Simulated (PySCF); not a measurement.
Ionising CdP

M06-L; Cd def2-SVPD with ECP28, P def2-SVPD; scalar-relativistic core potentials (PySCF 2.14). Neutral (UKS): quartet (σ ↑, π ↑↑), Re = 2.803 Å, ωe = 135 cm⁻¹, De = 0.32 eV, HOMO -4.69 eV, LUMO -3.54 eV.

CdP⁺ (UKS): triplet (π ↑↑), Re = 2.511 Å, ωe = 256 cm⁻¹, De = 1.74 eV to Cd⁺ + P. The energies at the minima are -509.01771 hartree for CdP and -508.74725 for CdP⁺.

Q: Work out the adiabatic ionisation energy, without and with harmonic zero-point energies (1 hartree = 27.2114 eV, 1 eV = 8065.5 cm⁻¹), and the change of the bond length.

A: At M06-L: 0.27046 hartree = 7.360 eV between the minima; the zero-point term (256.0 − 135.0)/2 cm⁻¹ = +0.008 eV makes it 7.367 eV. Re changes by -29.2 pm against the neutral. The electron leaves a σ orbital, and the shorter bond of the ion fits an antibonding orbital, or a change in how ionic the bond is.

Weak bonds: CdP. Basis-set superposition, not corrected here, can be much of De in a small basis, most of all at correlated wavefunction levels. Spin–orbit coupling is left out. For an ion De counts to the pair picked by the measured ionisation energies or electron affinities, which need not be the lowest pair at this level. States were picked by a PBE0 search and need not be the measured ground states.
